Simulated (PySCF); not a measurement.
C6H10O2Si.
Numbering: `[CH3:1][C:2]#[C:3][Si:4]([OH:5])([OH:6])[CH:7]1[CH2:8][CH2:9]1`

Probes without a nucleus sit at each ring's centroid and 1 Å off its mean plane on both sides; NICS is minus the shielding there, NICSzz its component along the normal. Level: GIAO PBE0/pcSseg-1 (PySCF, non-relativistic, gas phase) on the GFN2-xTB geometry, one conformer.

Ring bond lengths (Å), with Mayer bond orders in brackets: C7–C8 1.503 (0.96), C8–C9 1.492 (0.97), C9–C7 1.503 (0.96).

**Question.** What do the NICS probes read (ppm)?

**Answer.** 
```
    ring                                            type  NICS(0)  NICS(1), two faces  NICS(1)zz, two faces  rms pucker (Å)  centre to ring atoms, mean (Å)
C7–C8–C9  3-membered carbocycle; formal bonds all single    -44.7         -8.4 / -9.4         -24.4 / -24.4            0.00                            0.87
```

**Question.** What do they say, and how far can they be read as aromaticity?

**Answer.** 
- C7–C8–C9: mean NICS(1)zz -24.4 ppm, shielded. C7, C8, C9 have four or more neighbours; no verdict on aromaticity is drawn. NICS(0) lies 36 ppm below the mean NICS(1).

**Question.** Give the inner angles of the rings and the Hirshfeld charges of the ring atoms.

**Answer.** 
- C7–C8–C9: C7 59.5° (-0.140 e), C8 60.2° (-0.088 e), C9 60.3° (-0.091 e); sum 180.0° against 180° for a flat convex ring.

**Question.** What are the shieldings of the ring atoms and their hydrogens in the same run (means over atoms taken as equivalent)?

**Answer.** 
| atoms | environment | σ isotropic (ppm) | principal values of the symmetric part, first atom (ppm) |
| --- | --- | --- | --- |
| C7 | sp3 carbon bound to silicon | 185.7 | 152.0, 178.8, 226.4 |
| C8 (×2) | three-membered-ring carbon | 184.0 | 156.4, 177.8, 214.3 |
| H on C7 | methine hydrogen | 31.80 | 25.0, 28.5, 41.9 |
| H on C8 (×2) | methylene hydrogen | 31.16 | 25.0, 26.3, 42.0 |
| H on C8 (×2) | methylene hydrogen | 31.58 | 24.8, 29.8, 39.5 |

Shape of the structure used: `[CH3:1][C:2]#[C:3][Si:4]([OH:5])([OH:6])[CH:7]1[CH2:8][CH2:9]1`: C3–Si4–C7–C8 131°, H–O5–Si4–C3 -60°, H–O6–Si4–C3 -87°.
